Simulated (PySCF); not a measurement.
## Converging KB in the basis (PBE0)

PySCF, UKS reference; triplet, unpaired electrons σ ↑, π ↑; De to K + B without counterpoise correction.

```json
{"basis": "x2c-SVPall", "relativity": "spin-free X2C", "functions": "38", "Re (Å)": "2.870", "ωe (cm⁻¹)": "270", "De (eV)": "0.94", "μ (D)": "-7.57"}
{"basis": "def2-SVPD", "relativity": "no relativity", "functions": "47", "Re (Å)": "2.874", "ωe (cm⁻¹)": "275", "De (eV)": "0.98", "μ (D)": "-7.71"}
{"basis": "def2-TZVPP", "relativity": "no relativity", "functions": "64", "Re (Å)": "2.866", "ωe (cm⁻¹)": "268", "De (eV)": "0.96", "μ (D)": "-7.89"}
```

(1) How does each smaller set differ from the one with most functions, def2-TZVPP?

A positive dipole means K(−)B(+). The state is the lowest determinant that a PBE0 search found; another state may lie lower at other levels.

Answers

(1) x2c-SVPall: +0.4 pm, +0.7 % in ωe, -0.02 eV in De; def2-SVPD: +0.8 pm, +2.6 % in ωe, +0.02 eV in De. All at PBE0; the set with most functions is neither the basis-set limit nor always the best. The rows treat relativity differently, so the differences are not basis effects alone.
